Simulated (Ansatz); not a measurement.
Abridged output of a molecular run in Ansatz:

```
Functional definition: HF
1214 factors; integrals over basis functions are off by at most 1.1e-3 eV
mean field evaluation 1: about -114688.5112 eV, gradient 3.2e1 eV
mean field evaluation 2: about -114688.6381 eV, gradient 3.2e1 eV
mean field evaluation 4: about -114691.1169 eV, gradient 3.2e0 eV
mean field evaluation 8: about -114691.1623 eV, gradient 2.9e-1 eV
mean field -114691.16270647 eV, -4214.8224890005 hartree, gradient 1.3e-6 eV, S^2 0.000000; 0 other end points of the search recorded, 0 dependent functions left out
19 core orbitals not correlated: weight in the atoms' cores, before any rotation towards them, 1.000 or more for the frozen orbitals, at most 0.000 for the correlated occupied ones
reference -114691.16270647 eV, -4214.8224890005 hartree; 19, 19 occupied and 159, 159 virtual orbitals, 1214 factors
second order -19.63629519 eV of doubles, -0.00000000 eV of singles
cycle   1  -19.40202268 eV  change    2.3e-1 eV  update   1.1e-1
cycle   2  -20.07753769 eV  change   -6.8e-1 eV  update   3.4e-2
cycle   3  -20.17058756 eV  change   -9.3e-2 eV  update   1.7e-2
cycle   4  -20.15749846 eV  change    1.3e-2 eV  update   4.4e-3
cycle   5  -20.15754631 eV  change   -4.8e-5 eV  update   2.2e-3
cycle   6  -20.15759132 eV  change   -4.5e-5 eV  update   7.8e-4
cycle   7  -20.15718547 eV  change    4.1e-4 eV  update   4.1e-4
cycle   8  -20.15716383 eV  change    2.2e-5 eV  update   1.5e-4
cycle   9  -20.15723077 eV  change   -6.7e-5 eV  update   6.2e-5
cycle  10  -20.15722054 eV  change    1.0e-5 eV  update   2.4e-5
perturbative correction -0.79107427 eV, -0.0290714434 hartree
Total energy: -114712.11100128 eV, -4215.5923246355 hartree
```

Its atoms:

Z-matrix (Å, degrees):
```
N
As 1 1.870
H 1 1.011 2 109.0
H 1 1.011 2 114.2 3 -120.9
Ga 2 2.416 1 101.8 3 123.4
H 2 1.530 1 97.5 3 -145.1
H 5 1.576 2 118.7 1 -21.4
H 5 1.571 2 120.3 1 160.8
```

**Question.** Which basis set was used?
A. def2-TZVPP
B. cc-pV(Q+d)Z
C. def2-TZVPPD
D. def2-SVPD

**Answer.** A. It gives 197 functions.

**Question.** Write the keys of the input that set method, charge and spin (a neutral closed shell needs none for the last two).

**Answer.** 
```yaml
correlation: {method: ccsd_t}
```
